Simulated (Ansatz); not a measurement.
SnCl₂: single points at one geometry.

```yaml
crystal:
  periodic: [false, false, false]
  atoms:
    - {symbol: Sn, position_ang: [0.185781, 0.639212, 0.789548]}
    - {symbol: Cl, position_ang: [0.873807, 0.732315, -1.473868]}
    - {symbol: Cl, position_ang: [-1.059587, -1.371527, 0.684319]}
basis:
  gaussian: {orbitals: def2-TZVPD, initial_orbitals: start.molden}
hamiltonian: {xc: r2scan, dispersion: d4}
scf: {omitted_lower_state_checks: [starts]}
output: {orbitals: {seedname: orbitals}}
```

The file start.molden holds the orbitals of an earlier run on this structure, at another level or in another basis.

```sh
$ ansatz run in.yaml --threads 4 --pin off --events-out ev --progress --plain --max-ram 3916MiB
```

It prints (some lines left out):

```
Functional definition: r2SCAN
  name "r2SCAN"
  cite "Furness, Kaplan, Ning, Perdew & Sun, J. Phys. Chem. Lett. 11, 8208 (2020) doi:10.1021/acs.jpclett.0c02405"
  cite "Furness, Kaplan, Ning, Perdew & Sun, J. Phys. Chem. Lett. 11, 9248 (2020) doi:10.1021/acs.jpclett.0c03077"
  parent r2scan
  parameter k0 = 0.174
  parameter k1 = 0.065
  parameter a1 = 4.9479
  exchange = r2scan_x(k0 = k0, k1 = k1, a1 = a1)
  correlation = r2scan_c
these checks for a lower state are left out or cut short: starts
964 factors; their error is unknown
mean field evaluation 1: about -30881.2765 eV, gradient 1.0e1 eV
mean field evaluation 2: about -30881.3425 eV, gradient 1.3e-1 eV
mean field evaluation 4: about -30881.3328 eV, gradient 2.8e-4 eV
mean field evaluation 8: about -30881.3328 eV, gradient 2.2e-5 eV
mean field -30881.33279908 eV, -1134.8680482469 hartree, gradient 2.2e-5 eV, S^2 0.000000; 0 other end points of the search recorded, 0 dependent functions left out
reference -30881.33282274 eV, -1134.8680491165 hartree; 28, 28 occupied and 120, 120 virtual orbitals, 964 factors
Total energy: -30881.35330285 eV, -1134.8688017468 hartree
Checks for a lower state left out: starts
```

It took 2.2 s on 4 threads of Arm Neoverse V2 on a shared host.

The first input with `gaussian: {orbitals: def2-SVP, initial_orbitals: start.molden}`, `hamiltonian: {xc: pbe0, dispersion: d4}` (abridged; 0.55 s):

```
Functional definition: PBE0
mean field -30863.73244246 eV, -1134.2212470712 hartree, gradient 1.7e-5 eV, S^2 0.000000
Total energy: -30863.82125337 eV, -1134.2245108119 hartree
Checks for a lower state left out: starts
```

First input, but with `gaussian: {orbitals: def2-TZVP, initial_orbitals: start.molden}`, `hamiltonian: {xc: {name: BLYP}, dispersion: d4}` (abridged; 0.85 s):

```
Functional definition: BLYP
mean field -30879.45474255 eV, -1134.7990309424 hartree, gradient 1.7e-5 eV, S^2 0.000000
Total energy: -30879.67367341 eV, -1134.8070765033 hartree
Checks for a lower state left out: starts
```

First input, but with `hamiltonian: {xc: pbe, dispersion: d4}` (abridged; 1 s):

```
Functional definition: PBE
mean field -30870.62821621 eV, -1134.4746620822 hartree, gradient 1.9e-5 eV, S^2 0.000000
Total energy: -30870.73238926 eV, -1134.4784903713 hartree
Checks for a lower state left out: starts
```

As the first input, with `gaussian: {orbitals: def2-SVP, initial_orbitals: start.molden}`, `hamiltonian: {xc: pbe, dispersion: d4}` (abridged; 0.35 s):

```
Functional definition: PBE
mean field -30861.53902023 eV, -1134.1406402911 hartree, gradient 1.7e-5 eV, S^2 0.000000
Total energy: -30861.64316382 eV, -1134.1444674971 hartree
Checks for a lower state left out: starts
```

As the first input, with `gaussian: {orbitals: def2-TZVP, initial_orbitals: start.molden}`, `hamiltonian: {xc: pbe0, dispersion: d4}` and without the key `scf` (abridged; 1.2 s):

```
Functional definition: PBE0
mean field evaluation 16: about -30872.6581 eV, gradient 2.0e-2 eV
mean field -30872.65811201 eV, -1134.5492593771 hartree, gradient 1.9e-5 eV, S^2 0.000000; 1 other end points of the search recorded, 0 dependent functions left out
Total energy: -30872.74692954 eV, -1134.5525233612 hartree
```

The first input with `gaussian: {orbitals: def2-TZVPP, initial_orbitals: start.molden}`, `correlation: {method: ccsd_t}` and without the key `hamiltonian` (abridged; 2.5 s):

```
Functional definition: HF
mean field -30816.80136788 eV, -1132.4965618914 hartree, gradient 7.2e-6 eV, S^2 0.000000
14 core orbitals not correlated: weight in the atoms' cores, before any rotation towards them, 1.000 or more for the frozen orbitals, at most 0.000 for the correlated occupied ones
second order -18.38414980 eV of doubles, -0.00000000 eV of singles
cycle   1  -18.48375515 eV  change   -1.0e-1 eV  update   9.8e-2
cycle   2  -18.88932741 eV  change   -4.1e-1 eV  update   2.7e-2
cycle   3  -18.96708968 eV  change   -7.8e-2 eV  update   1.7e-2
cycle   4  -18.95508919 eV  change    1.2e-2 eV  update   5.1e-3
cycle   5  -18.95097384 eV  change    4.1e-3 eV  update   2.4e-3
cycle   6  -18.95171668 eV  change   -7.4e-4 eV  update   7.6e-4
cycle   7  -18.95160240 eV  change    1.1e-4 eV  update   2.6e-4
cycle   8  -18.95158324 eV  change    1.9e-5 eV  update   8.0e-5
cycle   9  -18.95161065 eV  change   -2.7e-5 eV  update   2.9e-5
perturbative correction -0.74094455 eV, -0.0272292102 hartree
Total energy: -30836.49392309 eV, -1133.2202499471 hartree
Checks for a lower state left out: starts
```

Geometry: r2SCAN-D4/def2-TZVP.

In the def2 sets Sn takes a core potential; there is no spin–orbit coupling. Correlated methods freeze 14 core orbitals; core or outer-core shells of Sn are correlated, in sets that lack core-valence functions. The structure comes from a short search, and lower isomers may exist.
